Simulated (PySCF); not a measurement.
**Polarisability and C₆ of Ge⁻ (germanium, charge -1)**

[Ar] 3d10 4s2 4p3, high-spin 4S determinant. Computed with PySCF 2.14 in dyall-av2z (16s12p8d, 92 functions), with the non-relativistic Hamiltonian (point nucleus). Coupled (time-dependent) response in atomic units; α is the mean over directions. A double-zeta set is small for polarisabilities.

```tsv
method	mean α (bohr³)	C₆ (like pair)	S(−4)
UHF	100.4	1393	4638
```

S(−4) is the Cauchy moment in α(ω) = α(0) + S(−4) ω² + …

α(iu) at UHF:

| u (hartree) | α(iu) (bohr³) |
| --- | --- |
| 0 | 100.4 |
| 0.0500 | 90.63 |
| 0.100 | 73.11 |
| 0.200 | 46.63 |
| 0.300 | 30.99 |
| 0.500 | 15.60 |
| 0.750 | 8.123 |
| 1.00 | 4.934 |
| 1.50 | 2.378 |
| 2.00 | 1.404 |
| 3.00 | 0.6681 |
| 5.00 | 0.2664 |

A single London oscillator, α(iu) = α/(1 + u²/ω²), gives C₆ = (3/4) ω α². Matching the computed C₆ needs ω = 4 × 1393 / (3 × 100.4²) = 0.184 hartree.

For an ion, C₆ is the dispersion term alone; charge-induced terms of lower order in 1/R come first.
